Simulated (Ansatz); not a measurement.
Ansatz (a quantum-chemistry and plane-wave program) input for CTe2, SMILES [Te]=C=[Te], CAM-B3LYP/def2-SVPD. Geometry optimised at B3LYP-D3(BJ)/def2-TZVP. The def2 effective core potentials stand for the cores of Te; spin–orbit coupling is left out.

Ansatz 0.2 input:
```yaml
crystal:
  periodic: [false, false, false]
  atoms:
    - {symbol: C, position_ang: [0.00000000, 0.00000000, 0.00000000]}
    - {symbol: Te, position_ang: [0.00000000, 0.00000000, -1.90332517]}
    - {symbol: Te, position_ang: [0.00000000, 0.00000000, 1.90332517]}
basis:
  gaussian:
    orbitals: def2-SVPD
hamiltonian:
  xc: {name: CAM-B3LYP}
```

It prints:

```
WARN ansatz: RAYON_NUM_THREADS=1 ignored (pool sized by the plan → 1); use --threads N
Functional definition: CAM-B3LYP
integrals: 0.05 GiB planned
1090 factors; integrals over basis functions are off by at most 1.4e-4 eV
integrals: 0.12 GiB planned
323 factors; integrals over basis functions are off by at most 4.0e-5 eV
mean field: 0.46 GiB planned
mean field evaluation 1: about -15618.8167 eV, gradient 2.0e1 eV
mean field evaluation 2: about -15615.6909 eV, gradient 3.8e1 eV
mean field evaluation 4: about -15619.8339 eV, gradient 3.5e-1 eV
mean field evaluation 8: about -15619.8676 eV, gradient 3.5e-2 eV
mean field evaluation 16: about -15619.8676 eV, gradient 3.7e-6 eV
mean field -15619.86762872 eV, -574.0195478289 hartree, gradient 3.7e-6 eV, S^2 0.000000; 0 other end points of the search recorded, 0 dependent functions left out
reference -15619.86774636 eV, -574.0195521520 hartree; 27, 27 occupied and 63, 63 virtual orbitals, 1090 factors
Total energy: -15619.86774636 eV, -574.0195521520 hartree
```

Self-consistency was reached.
